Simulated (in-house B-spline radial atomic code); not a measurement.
Whole-atom quantities along the 19-electron series, configuration [Ar] 3d1. Computed with a radial B-spline atomic code at the basis-set limit: non-relativistic Hartree-Fock, average of the configuration, point nuclei.

This level leaves out relativity, spin-orbit splitting included, which matters for heavy ions.

| ion | Z | E/Z² (Eh) | Σ<r²> (bohr²) | n(0)/Z³ (bohr⁻³) | Lamb diamagnetic shielding (ppm) | repulsion over attraction |
| --- | --- | --- | --- | --- | --- | --- |
| Ce39+ | 58 | -2.1816 | 0.77874 | 0.70943 | 4799.38 | 0.064032 |
| Pr40+ | 59 | -2.1867 | 0.74787 | 0.70991 | 4888.15 | 0.063014 |
| Nd41+ | 60 | ? | ? | ? | ? | ? |
| Pm42+ | 61 | -2.1963 | 0.6914 | 0.71082 | 5065.67 | 0.06107 |
| Sm43+ | 62 | -2.201 | 0.66555 | 0.71125 | 5154.43 | 0.060141 |
| Eu44+ | 63 | -2.2054 | 0.64113 | 0.71167 | 5243.19 | 0.059241 |
| Gd45+ | 64 | ? | ? | ? | ? | ? |
| Tb46+ | 65 | -2.214 | 0.59616 | 0.71248 | 5420.72 | 0.057517 |
| Dy47+ | 66 | ? | ? | ? | ? | ? |
| Ho48+ | 67 | -2.2221 | 0.55577 | 0.71324 | 5598.23 | 0.05589 |

Q: Fill in the row of Nd41+.

A: E/Z² (Eh): -2.1916; Σ<r²> (bohr²): 0.7188; n(0)/Z³ (bohr⁻³): 0.71037; Lamb diamagnetic shielding (ppm): 4976.91; repulsion over attraction: 0.062027.

Q: Fill in the row of Gd45+.

A: E/Z² (Eh): -2.2098; Σ<r²> (bohr²): 0.61803; n(0)/Z³ (bohr⁻³): 0.71208; Lamb diamagnetic shielding (ppm): 5331.95; repulsion over attraction: 0.058366.

Q: Fill in the row of Dy47+.

A: E/Z² (Eh): -2.2181; Σ<r²> (bohr²): 0.57543; n(0)/Z³ (bohr⁻³): 0.71286; Lamb diamagnetic shielding (ppm): 5509.47; repulsion over attraction: 0.056692.

Q: With what power of Z does the column «Σ<r²> (bohr²)» change over this range?

A: A fit of the logarithm of its size against log Z from Z = 58 to 67 has slope -2.34. Unscreened non-relativistic hydrogenic orbitals would give -2.
